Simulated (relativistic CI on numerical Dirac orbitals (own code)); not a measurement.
**Forbidden lines of Lu LXVI**

Calculated at this level of theory: Dirac-Coulomb-Breit CI, separate exchange-only KLI orbitals for each configuration, QED by a radiative potential, unscaled Slater integrals (own radial code, finite nucleus).

Configurations in the expansion (outside the closed core 1s2): 2s2 2p2, 2s 2p3, 2p4, 2p3 3s, 2p3 3p, 2p3 3d, 2s2 2p 3s, 2s2 2p 3p, 2s2 2p 3d, 2s 2p2 3s, 2s 2p2 3p, 2s 2p2 3d, 2s2 2p 4s, 2s2 2p 4p, 2s2 2p 4d, 2s2 2p 4f. Levels of other configurations are missing.

| λ vac (nm) | Lower | Upper | Type | A (s⁻¹) | gf | Branching (%) |
| --- | --- | --- | --- | --- | --- | --- |
| 0.11920 | 2s2 2p2 3P_2 [6] | 2s 2p2 3d 3D_3 [187] | E2 | 1.49e+12 | 2.22e-03 | 2.4 |
| 0.11923 | 2s2 2p2 3P_2 [6] | 2s 2p2 3d 3F_4 [186] | E2 | 7.00e+12 | 1.34e-02 | 25.9 |
| 0.11956 | 2s 2p3 3P°_2 [4] | 2p3 3d 3F°_4 [129] | E2 | 7.22e+12 | 1.39e-02 | 55.7 |
| 0.11971 | 2s2 2p2 1S_0 [7] | 2s 2p2 3d 1D_2 [190] | E2 | 9.06e+12 | 9.73e-03 | 3.3 |
| 0.12046 | 2s 2p3 3P°_2 [4] | 2p3 3d 3P°_0 [128] | E2 | 7.16e+12 | 1.56e-03 | 28.6 |
| 0.12050 | 2s2 2p2 3P_2 [6] | 2s 2p2 3d 3F_4 [172] | E2 | 3.30e+12 | 6.46e-03 | 35.4 |
| 0.12054 | 2s 2p3 3P°_2 [4] | 2p3 3d 3F°_3 [126] | E2 | 3.71e+12 | 5.65e-03 | 8.0 |
| 0.12064 | 2s 2p3 3P°_2 [4] | 2p3 3d 3D°_2 [125] | E2 | 4.56e+12 | 4.98e-03 | 3.3 |
| 0.12150 | 2s2 2p2 1D_2 [3] | 2s 2p2 3d 3G_4 [91] | E2 | 3.79e+12 | 7.54e-03 | 24.4 |
| 0.12154 | 2s 2p3 3D°_1 [5] | 2p3 3d 3F°_3 [126] | E2 | 3.43e+12 | 5.31e-03 | 7.4 |
| 0.12485 | 2s2 2p2 1D_2 [3] | 2s2 2p 3p 3P_2 [63] | E2 | 9.74e+11 | 1.14e-03 | 8.6 |
| 0.12500 | 2s2 2p2 3P_1 [2] | 2s2 2p 3p 3D_3 [61] | E2 | 8.22e+11 | 1.35e-03 | 8.8 |
| 0.12517 | 2s 2p3 5S°_2 [8] | 2s 2p2 3p 5D°_4 [154] | E2 | 9.55e+11 | 2.02e-03 | 20.9 |
| 0.12523 | 2s2 2p2 1D_2 [3] | 2s2 2p 3p 3D_3 [61] | E2 | 5.69e+11 | 9.37e-04 | 6.1 |
| 0.12535 | 2s2 2p2 3P_0 [1] | 2s2 2p 3p 3D_2 [29] | E2 | 1.12e+12 | 1.32e-03 | 25.8 |
| 0.12574 | 2s 2p3 3P°_2 [4] | 2s 2p2 3p 3F°_4 [81] | E2 | 1.24e+12 | 2.65e-03 | 41.9 |
| 0.14230 | 2s2 2p2 3P_2 [6] | 2s2 2p 3p 3D_3 [61] | E2 | 8.77e+11 | 1.86e-03 | 9.4 |
| 0.14240 | 2s2 2p2 1D_2 [3] | 2s2 2p 3p 3D_2 [29] | E2 | 7.84e+11 | 1.19e-03 | 18.1 |
| 0.14287 | 2s 2p3 3D°_3 [9] | 2s 2p2 3p 3F°_4 [81] | E2 | 6.82e+11 | 1.88e-03 | 23.0 |
| 0.14794 | 2s2 2p2 3P_2 [6] | 2s2 2p 3p 3D_2 [44] | E2 | 1.59e+12 | 2.61e-03 | 26.5 |

Terms are leading LS components. Brackets give the number of a level in order of energy, since labels repeat. The list gives strong lines, with weight on those to low levels, among the lowest 200 of 274 levels, so that lines to higher ones, which can be the strongest, are missing. Levels whose partners in the same complex of configurations lie outside the list can be far off, and so can their lines. Rates are taken at the computed energies, electric ones in the length gauge.

At this charge energies of transitions that change n are usually good to better than 1 %, and those within a shell (Δn = 0) to a few per cent.

LS names give the leading component of a level, which can be under half, so a name can repeat, a term be missing and a line seem to break the LS rules.
